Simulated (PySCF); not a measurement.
A side-by-side comparison of computed properties.

First species: C5H3F2NS.
SMILES: `NC(=S)C#CC=C(F)F`

Second species: C4H3ClN4.
SMILES: `Cn1nc(Cl)c(C#N)n1`

Levels: B3LYP/def2-SVPD for dipole moment, HOMO energy, LUMO energy, HOMO–LUMO gap, static isotropic polarisability and electronic spatial extent ⟨r²⟩ about the centre of nuclear charge; TDDFT B3LYP/def2-SVPD for lowest singlet excitation; TDA B3LYP/def2-SVPD for lowest triplet excitation (Tamm–Dancoff); GFN2-xTB for rotational constant A and rotational constant C. Geometries: GFN2-xTB. All species are isolated and taken at one optimised geometry, non-relativistic unless stated; the electronic structure was computed with PySCF and density fitting.

The conformers computed, where there is a choice (atom-mapped SMILES and torsion angles):
- `[NH2:1][C:2](=[S:3])[C:4]#[C:5][CH:6]=[C:7]([F:8])[F:9]`: H–N1–C2–S3 0°, H–N1–C2–S3 180°

Problem. Which of the two has the higher LUMO energy, and by how much?

Solution. The second: -1.81 eV against -2.55 eV, a difference of 0.74 eV.

Problem. Which of the two has the higher ⟨r²⟩, and by how much?

Solution. The first: 2271 bohr² against 1386 bohr², a difference of 885 bohr².

Problem. Which of the two has the higher T1 energy, and by how much?

Solution. The second: 4.26 eV against 2.20 eV, a difference of 2.06 eV.

Problem. Which has the higher HOMO energy?

Solution. The first: -6.10 eV against -7.86 eV, a difference of 1.76 eV.

Problem. Which of the two has the higher rotational constant C, and by how much?

Solution. The second: 0.759 GHz against 0.424 GHz, a difference of 0.335 GHz.

Problem. Which has the higher static isotropic polarisability?

Solution. The first: 110.6 au against 86.7 au, a difference of 23.9 au.

Problem. Which of the two has the higher rotational constant A, and by how much?

Solution. The first: 4.178 GHz against 1.946 GHz, a difference of 2.232 GHz.

Problem. Which has the higher dipole moment?

Solution. The second: 5.12 D against 3.30 D, a difference of 1.82 D.

On the first: S1 lies 1.08 eV below the HOMO–LUMO gap; its leading configuration is HOMO→LUMO, weight 0.98.

On the second: In atomic units the dipole is 2.02 e·bohr (1 au = 2.5417 D). S1 lies 0.52 eV below the HOMO–LUMO gap; its leading configuration is HOMO→LUMO, weight 0.92. GFN2-xTB frequencies show an imaginary mode (35i cm⁻¹), so this geometry is no minimum at that level.
